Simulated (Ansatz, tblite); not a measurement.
Removing and adding an electron: Si₁₄H₂₂, a nanocrystal with a defect cut from the lattice of silicon (two caps of one atom removed). Charge 0, multiplicity 1. Geometry: PBE-D4/def2-SVP. Ansatz, gas phase; energy differences of separate SCF runs; the oxidised species was run as a doublet alone; the reduced species was run as a doublet alone.

```xyz
36

Si    3.407   -2.484   -0.902
Si   -1.073    1.643    3.929
Si    1.096   -0.429    1.590
Si   -2.699   -1.455    2.010
Si   -1.450    0.266   -1.321
Si    0.842   -1.784   -3.834
Si   -3.566    2.325    1.078
Si    2.992   -0.442    0.194
Si    1.680   -3.327   -2.264
Si    0.855    1.683    2.588
Si   -2.944    0.788    2.763
Si    0.191    0.323   -3.007
Si   -1.961    2.453   -0.632
Si   -0.886   -1.119    0.507
H     4.631   -2.303   -1.767
H     3.738   -3.518    0.147
H    -1.413    3.004    4.487
H    -0.789    0.726    5.093
H     1.342   -1.418    2.708
H    -2.711   -0.311   -1.925
H     1.912   -1.560   -4.876
H    -0.347   -2.402   -4.527
H    -3.843    3.669    1.707
H    -4.849    1.837    0.450
H     4.191   -0.130    1.058
H     2.857    0.669   -0.814
H     2.255   -4.486   -3.043
H     0.560   -3.859   -1.412
H     2.066    1.962    3.443
H     0.767    2.750    1.531
H    -4.078    0.833    3.765
H     1.392    1.069   -2.489
H    -0.374    1.116   -4.162
H    -0.714    3.154   -0.164
H    -2.523    3.217   -1.805
H    -0.552   -2.460   -0.106
```

The xTB rows come from tblite. B3LYP takes the VWN-RPA correlation. HSE06 is defined as in plane-wave codes, on full-range PBE exchange. Single mean-field runs in def2-TZVP are fitted with def2-universal-jkfit.

```json
{"level": "PBE-D4/def2-TZVP", "−HOMO (eV)": "5.40", "vertical IE (eV)": "7.29", "−LUMO (eV)": "4.33", "vertical EA (eV)": "2.58", "HOMO–LUMO gap (eV)": "1.07", "IE − EA (eV)": "4.72", "remarks": "restricted SCF unstable in HF (singlet)"}
{"level": "r2SCAN-D4/def2-TZVP", "−HOMO (eV)": "5.57", "vertical IE (eV)": "7.33", "−LUMO (eV)": "4.31", "vertical EA (eV)": "2.68", "HOMO–LUMO gap (eV)": "1.27", "IE − EA (eV)": "4.65", "remarks": "restricted SCF unstable in HF (singlet)"}
{"level": "B3LYP-D4/def2-TZVP", "−HOMO (eV)": "6.11", "vertical IE (eV)": "7.53", "−LUMO (eV)": "3.76", "vertical EA (eV)": "2.56", "HOMO–LUMO gap (eV)": "2.35", "IE − EA (eV)": "4.97", "remarks": "restricted SCF unstable in HF (singlet)"}
{"level": "HSE06-D4/def2-TZVP", "−HOMO (eV)": "5.91", "vertical IE (eV)": "7.47", "−LUMO (eV)": "4.01", "vertical EA (eV)": "2.61", "HOMO–LUMO gap (eV)": "1.90", "IE − EA (eV)": "4.86", "remarks": "restricted SCF unstable in HF (singlet)"}
```

Problem. Estimate the rows for GFN1-xTB, GFN2-xTB, PBE0-D4/def2-TZVP.

Solution. 
| level | −HOMO (eV) | vertical IE (eV) | −LUMO (eV) | vertical EA (eV) | HOMO–LUMO gap (eV) | IE − EA (eV) | remarks |
| --- | --- | --- | --- | --- | --- | --- | --- |
| GFN1-xTB | 10.38 | 11.90 | 9.57 | 7.93 | 0.81 | 3.97 | – |
| GFN2-xTB | 8.62 | 10.25 | 7.27 | 5.38 | 1.35 | 4.87 | – |
| PBE0-D4/def2-TZVP | 6.29 | 7.49 | 3.65 | 2.62 | 2.64 | 4.87 | restricted SCF unstable in HF (singlet) |

Run but left out: HF/def2-TZVP (singlet: restricted singlet, unstable in another Hartree–Fock run and untested here).   Raw xTB energy differences between charge states are shifted by several eV; the methods need an empirical correction for them. Sets without diffuse functions give affinities that are too small.
